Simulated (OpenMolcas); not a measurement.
Cl+: CASPT2 settings compared

```
Program             : OpenMolcas
Basis               : ANO-L-VQZP [6s5p3d2f]
Scalar Hamiltonian  : non-relativistic, point nucleus
Active space        : 4 electrons in 3 orbitals (3p)
State averaging     : 2S+1 = 3 even, 3 roots; 2S+1 = 1 even, 6 roots kept (CI in the orbitals of an earlier block)
Spin-orbit coupling : state interaction with AMFI integrals over the reference wave functions, term energies averaged over their components
```

Methods on the same reference wave functions:
A. CASSCF
B. SS-CASPT2, IPEA 0 Eh, sigma1 regulariser 0.3 Eh (closed shells correlated: 2s 2p 3s)
C. SS-CASPT2, IPEA 0 Eh, imaginary shift 0.2 Eh (closed shells correlated: 2s 2p 3s)
D. SS-CASPT2, IPEA 0.1 Eh, real shift 0.2 Eh (closed shells correlated: 2s 2p 3s)

Energies in cm⁻¹ above 3s² 3p⁴ ³P₂, the measured ground level; measured values from NIST Handbook of Basic Atomic Spectroscopic Data.

| Level | A | B | C | D | Measured |
| --- | --- | --- | --- | --- | --- |
| 3s² 3p⁴ ³P₂ | 0.0 | 0.0 | 0.0 | 0.0 | 0.0 |
| 3s² 3p⁴ ³P₁ | 645 | 647 | 647 | 648 | 696 |
| 3s² 3p⁴ ³P₀ | 938 | 935 | 935 | 935 | 996 |
| 3s² 3p⁴ ¹D₂ | 14469 | 12440 | 12440 | 12230 | 11654 |
| 3s² 3p⁴ ¹S₀ | 35667 | 29480 | 29480 | 29460 | 27878 |

Deviations, from unrounded energies. A percentage is the sum of absolute deviations over the sum of measured energies, with the sign that they share, or ± where signs differ.

| Against measurement | Levels | A | B | C | D |
| --- | --- | --- | --- | --- | --- |
| mean absolute deviation (cm-1) | 4 | 2700 | 620 | 620 | 570 |
| fine structure of the ground term (%) | 2 | -6.5 | -6.5 | -6.5 | -6.5 |
| other terms of the ground configuration (%) | 2 | +26.8 | +6.0 | +6.0 | +5.4 |

D lies closest to measurement on these levels and A furthest from it. The largest miss of D in the table is 3s² 3p⁴ ¹S₀, by +1600 cm-1. The ranking rests on the paired levels alone, and a cruder setting can come out closer through cancelling errors.

Among B to D the level of the table that moves most is 3s² 3p⁴ ¹D₂, by 210 cm-1 (lowest in D, highest in C). Moves below CASPT2's spread within the term are not significant.

The mean deviations of B to D differ by less than CASPT2's widest spread within a term (99 cm-1), so their order carries little weight.

From A to B the spin-free energies of the other terms of 3s² 3p⁴ shown, above ³P, scale by factors of 0.82 to 0.86.

The lowest spin-free term lies below A's lowest term by 0.195 hartree in B, 0.195 hartree in C, 0.191 hartree in D.

CASPT2 does not keep the components of a term degenerate, so their means are used; among the terms shown or strongly mixed into the levels shown the widest spread is 99 cm-1 (3s² 3p⁴ ¹D, D). Terms from blocks run as CI alone lack orbitals of their own. With the s shell closed, the reference lacks s² → p² mixing. Without dynamic correlation excited terms often stand tens of per cent too high (terms of higher spin than the ground term too low), and those without a measured partner can miss by more than the paired ones (holds for A). Measured partners are found by configuration, term and J. A level has none where our copy of the source lacks it or the pairing is in doubt (some pairs that miss far off the trend of their configuration count as doubtful), and it then counts in no deviation. Levels of configurations outside the active space are missing.
